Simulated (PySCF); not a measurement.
Polarisability and C₆ of Te⁻ (tellurium, charge -1)

[Kr] 4d10 5s2 5p5, 2P determinant. Computed with PySCF 2.14 in x2c-TZVPPall with one added diffuse shell each of s, p, d, f type (9s7p5d3f, 76 functions), with the spin-free X2C one-electron Hamiltonian (Gaussian nucleus). Coupled (time-dependent) response in atomic units; α is the mean over directions.

| method | mean α (bohr³) | α xx, yy, zz | C₆ (like pair) | S(−4) |
| --- | --- | --- | --- | --- |
| UHF | 78.31 | 68.38, 83.28, 83.28 | 1190 | 1465 |
| PBE0 | 87.20 | 75.63, 92.98, 92.98 | 1360 | 1919 |

S(−4) is the Cauchy moment in α(ω) = α(0) + S(−4) ω² + …

Spin-orbit coupling is absent.

α(iu) at PBE0:

| u (hartree) | α(iu) (bohr³) |
| --- | --- |
| 0 | 87.20 |
| 0.0500 | 82.69 |
| 0.100 | 71.98 |
| 0.200 | 49.09 |
| 0.300 | 33.69 |
| 0.500 | 18.42 |
| 0.750 | 10.61 |
| 1.00 | 7.006 |
| 1.50 | 3.866 |
| 2.00 | 2.547 |
| 3.00 | 1.421 |
| 5.00 | 0.6636 |

A single London oscillator, α(iu) = α/(1 + u²/ω²), gives C₆ = (3/4) ω α². Matching the computed C₆ needs ω = 4 × 1360 / (3 × 87.20²) = 0.238 hartree.

For an ion, C₆ is the dispersion term alone; charge-induced terms of lower order in 1/R come first.

The components differ because the open shell of this determinant is not spherical; for a pure term their mean is the scalar polarisability.
